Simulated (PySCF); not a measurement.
All values below come from PBE0-D3(BJ)/def2-TZVP // PBE0-D3(BJ)/def2-SVP (PySCF). Gas-phase values, no solvent. One relaxed conformer stands for a flexible species; it need not be the lowest. Delta-SCF ions had no search for a lower state. Excitations are Tamm–Dancoff values on a coarser integration grid. The basis has no diffuse functions, so Rydberg states are missing or too high.

Reference species (SMILES): `C=Cc1ccc([SiH3])cc1F` (C–C–C–C torsion 0°) (neutral, multiplicity 1).

```yaml
brightest of the four lowest singlets (TDA): 5.09 eV
HOMO: -6.80 eV
vertical ionisation energy (Delta-SCF): 8.39 eV
T1 excitation (TDA): 3.00 eV
```

After one change: the brightest of the four lowest singlets (TDA) rises by 0.07 eV; the HOMO drops by 0.11 eV; the vertical ionisation energy (Delta-SCF) increases by 0.15 eV; the T1 excitation (TDA) increases by 0.22 eV.

Question: What was changed between the two runs? The new species is one of these.
A. `C=Cc1ccc(F)c([SiH3])c1` (C–C–C–C torsion 1°)
B. `C=C(F)c1ccccc1[SiH3]` (F–C–C–C torsion 157°)
C. `C=C(F)c1cccc([SiH3])c1` (F–C–C–C torsion 179°)
D. `C=Cc1cc(F)cc([SiH3])c1` (C–C–C–C torsion 1°)

Answer: B, `C=C(F)c1ccccc1[SiH3]` (F–C–C–C torsion 157°)
